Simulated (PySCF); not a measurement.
H3F2NSi (SMILES N[SiH](F)F), singlet, geometry from GFN2-xTB. Base run: PBE/cc-pVDZ, polarisability (PySCF).

Input for PySCF:
```python
from pyscf import gto, scf, dft
from pyscf.prop import polarizability

mol = gto.Mole()
mol.atom = '''
    Si   -0.12932687   -0.03078494    0.34291485
    N     1.53036920   -0.29680957    0.06910256
    F    -0.91425315   -1.04085817   -0.60880122
    F    -0.45330428    1.42789697   -0.21332823
    H    -0.71532896   -0.13202087    1.65790659
    H     1.91019946   -1.22722159    0.09927055
    H     2.21113817    0.38454937    0.35746217
'''
mol.basis = 'cc-pvdz'
mol.verbose = 4
mol.build()

mf = dft.RKS(mol)
mf.xc = 'pbe'
mf.kernel()
alpha = mf.Polarizability().polarizability()[2, 2]
print('alpha_zz =', alpha)
```

Each row names what was changed in the base input (with any setting that the change needs).

| change | alpha_zz (bohr³) | basis functions | core-seconds (rough) |
|---|---|---|---|
| base | 24.25 | 75 | 20 |
| functional = lda,vwn | 24.39 | 75 | 8 |
| finite field (a.u.) = 0.02; conv_tol = 1e-11 | 24.28 | 75 | 20 |
| finite field (a.u.) = 2e-4; conv_tol = 1e-11 | 24.25 | 75 | 10 |
| basis = def2-SVPD | … | … | 20 |
| finite field (a.u.) = 2e-4; conv_tol = 1e-6 | 23.85 | 75 | 8 |
| basis = aug-cc-pVDZ | … | … | 30 |
| functional = camb3lyp | 22.78 | 75 | 30 |
| finite field (a.u.) = 0.001; conv_tol = 1e-11 | 24.25 | 75 | 10 |
| basis = 6-31G | 22.26 | 46 | 6 |
| finite field (a.u.) = 0.001; conv_tol = 1e-6 | 24.30 | 75 | 9 |
| basis = def2-SVP | 23.50 | 75 | 10 |

Q: What belongs in the gaps?

A: 
- basis = def2-SVPD, alpha_zz (bohr³): 33.89
- basis = def2-SVPD, basis functions: 114
- basis = aug-cc-pVDZ, alpha_zz (bohr³): 34.97
- basis = aug-cc-pVDZ, basis functions: 123

Finite-field rows take the second difference of the energy in a field along z; a small field with loose convergence shows SCF noise divided by the square of the field, and a large one adds hyperpolarisability.
